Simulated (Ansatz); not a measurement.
Reaction (redistribution): `C[NH][AlH2]` + `CB(N)O[SiH3]` → `C[NH][AlH][O][SiH3]` + `CBN`

Program: Ansatz. Geometries: PBE0-D4/def2-TZVP. ΔE: electronic, gas phase. CBS: MP2 limit from def2 TZ/QZ plus the TZ coupled-cluster correction, frozen cores. DFT in def2-TZVPP. B3LYP here is the variant with VWN-RPA as its local correlation; programs differ in this. One conformer a species, not always the lowest.

```
             level  ΔE (kcal/mol)  difference from CCSD(T)/CBS
            PBE-D4           -9.1                          1.9
         r2SCAN-D4          -10.5                          0.5
           PBE0-D4           -9.5                          1.5
          B3LYP-D4          -10.6                          0.4
            B2PLYP          -11.5                         -0.5
            r2SCAN          -10.5                          0.5
              PBE0           -9.8                          1.2
SCS-MP2/def2-TZVPP          -11.7                         -0.7
   CCSD/def2-TZVPP          -11.0                          0.0
CCSD(T)/def2-TZVPP          -10.7                          0.3
     HF/def2-QZVPP          -11.5                         -0.5
    MP2/def2-QZVPP          -11.8                         -0.8
SCS-MP2/def2-QZVPP          -12.0                         -1.0
      HF/CBS(def2)          -11.6                         -0.6
     MP2/CBS(def2)          -11.9                         -0.9
    CCSD/CBS(def2)          -11.3                         -0.3
       CCSD(T)/CBS          -11.0                            0
```

Largest T1 diagnostic among the species: 0.012.
